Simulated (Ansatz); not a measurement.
Ansatz (a quantum-chemistry and plane-wave program) input (CCSD(T)/aug-cc-pVDZ):

Ansatz 0.2 input:
```yaml
crystal:
  periodic: [false, false, false]
  atoms:
    - {symbol: B, position_ang: [-0.06182972, 0.47166815, -0.08870694]}
    - {symbol: O, position_ang: [1.18918234, 0.10324504, 0.28516126]}
    - {symbol: O, position_ang: [-1.03887333, -0.47915777, -0.18887763]}
    - {symbol: H, position_ang: [-0.26818285, 1.62418419, -0.31945882]}
    - {symbol: H, position_ang: [1.26757567, -0.84434272, 0.45177029]}
    - {symbol: H, position_ang: [-1.89271627, -0.13088037, -0.45904578]}
basis:
  gaussian:
    orbitals: aug-cc-pVDZ
magnetization: {spin_polarized: false}
correlation: {method: ccsd_t, electrons: outside_noble_gas}
output: {forces: true}
```

Output:

```
Functional definition: HF
integrals: 0.11 GiB planned
917 factors; integrals over basis functions are off by at most 7.4e-4 eV
mean field: 0.22 GiB planned
mean field evaluation 1: about -4793.4023 eV, gradient 4.4e1 eV
mean field evaluation 2: about -4793.4021 eV, gradient 4.4e1 eV
mean field evaluation 4: about -4797.0638 eV, gradient 2.7e0 eV
mean field evaluation 8: about -4797.0905 eV, gradient 1.0e-1 eV
mean field evaluation 16: about -4797.0895 eV, gradient 3.9e-1 eV
mean field -4797.09058129 eV, -176.2898272775 hartree, gradient 2.8e-6 eV, S^2 0.000000; 0 other end points of the search recorded, 0 dependent functions left out
3 core orbitals not correlated
reference -4797.09058129 eV, -176.2898272775 hartree; 9, 9 occupied and 84, 84 virtual orbitals, 917 factors
densities: 0.62 GiB planned
second order -13.29571108 eV of doubles, -0.00000000 eV of singles
coupled cluster: 0.39 GiB planned
cycle   1  -13.38384802 eV  change   -8.8e-2 eV  update   8.6e-2
cycle   2  -13.69382010 eV  change   -3.1e-1 eV  update   2.3e-2
cycle   3  -13.77907871 eV  change   -8.5e-2 eV  update   1.3e-2
cycle   4  -13.77152835 eV  change    7.6e-3 eV  update   2.9e-3
cycle   5  -13.77025821 eV  change    1.3e-3 eV  update   1.2e-3
cycle   6  -13.77079969 eV  change   -5.4e-4 eV  update   3.5e-4
cycle   7  -13.77069134 eV  change    1.1e-4 eV  update   1.1e-4
cycle   8  -13.77061501 eV  change    7.6e-5 eV  update   3.4e-5
cycle   9  -13.77061131 eV  change    3.7e-6 eV  update   1.1e-5
perturbative correction -0.38465060 eV, -0.0141356487 hartree
the calculation of the forces begins
Total energy: -4811.24584319 eV, -176.8100235576 hartree
Atom 0 at    -0.061830     0.471668    -0.088707 Å, force    -0.197800     0.432781    -0.117118 eV/Å
Atom 1 at     1.189182     0.103245     0.285161 Å, force     0.838572    -0.009306     0.213803 eV/Å
Atom 2 at    -1.038873    -0.479158    -0.188878 Å, force    -0.426472    -0.703723     0.000988 eV/Å
Atom 3 at    -0.268183     1.624184    -0.319459 Å, force    -0.047017     0.315323    -0.060742 eV/Å
Atom 4 at     1.267576    -0.844343     0.451770 Å, force    -0.052628    -0.156431     0.010899 eV/Å
Atom 5 at    -1.892716    -0.130880    -0.459046 Å, force    -0.114655     0.121358    -0.047831 eV/Å
Dipole moment:    -0.287712    -0.108483    -0.056060 e Å
```
